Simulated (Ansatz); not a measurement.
Relaxation of C3H6AlClF2 (13 atoms, charge 0, multiplicity 1), to a largest force component of 0.02 eV/Å in at most 40 steps.

Level of theory: UKS BLYP/STO-3G in Ansatz.

```xyz
13
Properties=species:S:1:pos:R:3:forces:R:3
C -1.715 0.403 -0.712 -3.59 3.92 -1.44
C -0.712 -0.121 0.226 2.54 2.22 0.06
F -0.854 0.529 1.433 0.03 0.92 1.78
Cl -0.954 -1.851 0.462 -0.72 -4.69 0.59
C 0.703 0.092 -0.366 2.87 0.63 2.02
Al 2.190 -0.402 0.900 2.60 -0.12 -0.33
F 3.932 -0.213 0.395 -4.21 -0.41 1.17
H -2.740 0.306 -0.308 -0.22 -0.37 0.08
H -1.607 1.556 -0.822 0.25 -1.74 -0.06
H -1.704 -0.053 -1.690 0.23 -0.47 -1.03
H 0.840 1.176 -0.561 -0.23 -0.02 -0.44
H 0.842 -0.474 -1.270 -0.16 -0.41 -1.22
H 1.799 -0.985 2.328 0.61 0.56 -1.19
```

Where does it end, and by what steps?

It converged. Limits of this set-up: minimal basis. After 37 steps the energy has fallen by 2.917 eV; F7 moved furthest, 3.91 Å. Parted: C2–Cl4. Joined: Cl4–Al6.

```csv
step,energy less start (eV),largest force component (eV/Å),accepted
0,0.0000,4.692,yes
2,-1.4859,0.669,yes
4,-1.5164,0.322,yes
6,-1.5513,0.235,yes
8,-1.6331,0.631,yes
10,-1.8108,0.460,yes
12,-1.9667,0.471,yes
14,-2.0444,0.520,yes
16,-2.1146,0.403,yes
18,-2.1405,0.210,yes
20,-2.1668,0.548,yes
22,-2.2298,0.989,yes
24,-2.3350,0.613,yes
26,-2.3990,0.245,yes
28,-2.5650,0.546,yes
30,-2.7477,0.988,yes
32,-2.8854,0.469,yes
34,-2.9144,0.117,yes
36,-2.9172,0.023,yes
37,-2.9172,0.011,yes
```

```xyz
13
Properties=species:S:1:pos:R:3
C -1.269 0.023 -1.098
C -0.820 0.799 0.112
F -1.698 0.913 1.152
Cl 0.510 -1.581 2.483
C 0.595 1.036 0.362
Al 1.308 -0.916 0.623
F 0.490 -1.764 -0.633
H -2.352 -0.199 -1.095
H -0.958 0.514 -2.042
H -0.555 -0.975 -0.990
H 0.823 1.658 1.246
H 1.146 1.356 -0.544
H 2.802 -0.899 0.439
```

Run time: 3.1 min on 1 thread of Arm Neoverse V2, on a shared host, peak memory 0.18 GiB.
